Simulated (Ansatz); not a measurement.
Born–Oppenheimer molecular dynamics of AlH5O2Si (9 atoms, charge 0, multiplicity 1). It goes on from the last frame of an earlier run, with new velocities.

Computed with RHF/6-31G in Ansatz 0.2.0.

```yaml
ensemble: NVT, Nosé–Hoover chain
time_step: 0.5 fs
steps_asked: 250
set_temperature: 400 K
thermostat: time constant 50 fs, chain length 1
seed: 185230
```

First frame:

```xyz
9
Properties=species:S:1:pos:R:3
Al -0.169 -0.090 -0.088
O -0.725 -0.212 1.494
Si -1.361 -0.445 3.014
H -2.618 -1.235 2.956
H -0.361 -1.181 3.853
H -1.707 0.863 3.626
H 1.418 0.233 -0.411
O -1.226 -0.376 -1.350
H -1.911 -0.535 -1.950
```

Question: How far do the bonds stretch over the last three quarters of this one trajectory? (Pairs bonded in most of those frames.)

Answer: 
| bond | mean (Å) | spread (Å) | shortest | longest |
| --- | --- | --- | --- | --- |
| Al1–O2 | 1.688 | 0.024 | 1.65 | 1.73 |
| Al1–H7 | 1.588 | 0.060 | 1.49 | 1.68 |
| Al1–O8 | 1.678 | 0.039 | 1.61 | 1.74 |
| O2–Si3 | 1.678 | 0.024 | 1.63 | 1.72 |
| Si3–H4 | 1.501 | 0.039 | 1.44 | 1.56 |
| Si3–H5 | 1.499 | 0.032 | 1.45 | 1.55 |
| Si3–H6 | 1.510 | 0.093 | 1.36 | 1.66 |
| O8–H9 | 0.935 | 0.010 | 0.92 | 0.95 |

Mean temperature of the second half: 441 K. The conserved energy stayed within 0.42 meV per atom of its start (net change 0.053 meV per atom), so the integration is sound. The mean temperature of the second half is 10 % above the set value. A run of 0.12 ps of so small a system gives no equilibrium averages. Limits of this set-up: no polarisation functions.

The run took 3.6 min on 1 thread of Arm Neoverse V2, with other jobs on the host, peak memory 0.096 GiB.
